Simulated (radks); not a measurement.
Results of a calculation; reference values are marked as such.
Problem. Ionisation of Pt, [Xe] 4f14 5d9 6s1, to Pt+, [Xe] 4f14 5d9, under several functionals. Dirac Kohn-Sham, spin-unpolarised, spherical densities, finite nucleus; open shells fill j = l - 1/2 first; a radial shooting solver on a logarithmic mesh with Libxc functionals. Known Delta-SCF values: PBE 9.187 eV; Wu-Cohen GGA 9.223 eV; BP86 9.362 eV. What does exchange-only PBE give, and what is its highest occupied eigenvalue?

Solution. 8.539 eV by Delta-SCF; the 5d5/2 eigenvalue is -4.724 eV. NIST: 8.959 eV (measured).

Beside tabulated values, note that spin-unpolarised runs miss the spin-polarisation part of the exchange energy of open shells.
